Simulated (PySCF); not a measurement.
Ge(OH)2H2.
InChI=1S/GeH4O2/c2-1-3/h2-3H,1H2

The closed-shell ground state was solved at several levels (PySCF, density fitting, gas phase). Isolated species at its PBE0-D3(BJ)/def2-SVP geometry (one conformer only). Relativistic effects, spin–orbit coupling among them, are left out although an element past zinc is present.

```csv
level,basis functions,HOMO (eV),LUMO (eV),gap (eV),dipole (D)
PBE/pcJ-1 (pcSseg-1 on Ge),135,-6.69,-0.38,6.31,2.02
B3LYP/pcSseg-1 (pcSseg-2 on Ge),117,-8.07,-0.11,7.96,2.04
PBE0/pcSseg-1 (pcSseg-2 on Ge),117,-8.31,0.19,8.50,2.06
PBE/pcSseg-1 (pcSseg-2 on Ge),117,-6.73,-0.65,6.08,1.94
```

Question: Estimate the row for CAM-B3LYP/def2-SVPD, a basis of 116 functions; the other rows only guide the guess.

Answer: HOMO -9.88 eV, LUMO 0.60 eV, gap 10.48 eV, dipole 2.16 D.

Question: Over all these levels, which gives the widest orbital gap and which the narrowest?

Answer: CAM-B3LYP/def2-SVPD (range-separated hybrid) has the widest, 10.48 eV, and PBE/pcSseg-1 (pcSseg-2 on Ge) (GGA) the narrowest, 6.08 eV. Functional and basis both differ between the two, so the spread mixes both effects.

Question: In the pcSseg-1 (pcSseg-2 on Ge) basis, how does the gap go with the fixed share of exact exchange?

Answer: PBE (0 %) 6.08 eV; B3LYP (20 %) 7.96 eV; PBE0 (25 %) 8.50 eV. Each rise in the share widens the gap here.

Question: How far do the dipole and the HOMO energy spread over the levels?

Answer: The dipole runs from 1.94 to 2.16 D (mean 2.04 D) and the HOMO from -9.88 to -6.69 eV.
